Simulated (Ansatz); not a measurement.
`OB([SiH3])Cl` + `[OH][In]([Cl])[Cl]` → `[SiH3][O][In]([Cl])[Cl]` + `OBCl`  (cleavage of the Si–B bond)

Isolated molecules relaxed with PBE0-D4/def2-TZVP in Ansatz; ΔE leaves out vibrations. CBS: MP2 limit from def2 TZ/QZ plus the TZ coupled-cluster correction, frozen cores. This one scheme is used for every species. DFT in def2-TZVPP. Elements past krypton have def2 core potentials. For In outer-core shells are correlated without core-valence functions, which leaves a few kJ/mol of doubt a bond. One conformer a species, not always the lowest.

`OB([SiH3])Cl`:

```xyz
8

O     1.005   -1.368   -0.741
B     0.480   -0.137   -0.628
Si   -0.748    0.363    0.900
Cl    0.874    1.089   -1.855
H     1.573   -1.481   -1.512
H    -0.966   -0.772    1.835
H    -2.060    0.800    0.351
H    -0.158    1.505    1.650
```

`[OH][In]([Cl])[Cl]`:

Cartesian coordinates in Å:
```
O 0.588 -0.772 1.237
In -0.277 0.008 -0.341
Cl 0.329 2.120 -1.046
Cl -1.879 -1.180 -1.466
H 1.239 -0.176 1.617
```

`[SiH3][O][In]([Cl])[Cl]`:

```xyz
8

Si   -0.225    1.480    0.305
O     0.064   -0.075    0.731
In    0.284   -1.782   -0.184
Cl    0.142   -1.875   -2.474
Cl    0.680   -3.644    1.086
H    -0.433    1.605   -1.165
H     0.932    2.327    0.697
H    -1.444    1.965    1.004
```

`OBCl`:

Cartesian coordinates in Å:
```
O 0.388 -0.794 0.589
B -0.284 -0.049 -0.299
Cl -0.037 1.697 -0.396
H 0.992 -0.289 1.143
H -1.059 -0.566 -1.038
```

```json
{"level": "PBE", "ΔE (kJ/mol)": "-90.5"}
{"level": "r2SCANh", "ΔE (kJ/mol)": "-112.8"}
{"level": "LC-ωPBE", "ΔE (kJ/mol)": "-110.0"}
{"level": "RPA@PBE/def2-TZVPP", "ΔE (kJ/mol)": "-117.8"}
{"level": "HF/def2-TZVPP", "ΔE (kJ/mol)": "-147.0"}
{"level": "SCS-MP2/def2-QZVPP", "ΔE (kJ/mol)": "-130.6"}
{"level": "HF/CBS(def2)", "ΔE (kJ/mol)": "-150.0"}
{"level": "MP2/CBS(def2)", "ΔE (kJ/mol)": "-126.3"}
```

Task: What does CCSD(T)/CBS give? (Best estimate.)

Result: Computed: -119.5 kJ/mol. The listed levels differ from it by 29.0, 6.7, 9.5, 1.7, -27.5, -11.1, -30.5, -6.8 kJ/mol.

Largest T1 diagnostic among the species: 0.014.

In def2-TZVPP, CCSD(T) changes the Hartree–Fock value by +27.7 kJ/mol (the triples alone add +3.9 kJ/mol) and MP2 by +20.9 kJ/mol. From PBE to PBE0 (25 % exact exchange), in def2-TZVPP and without D4, ΔE moves by −11.6 kJ/mol.
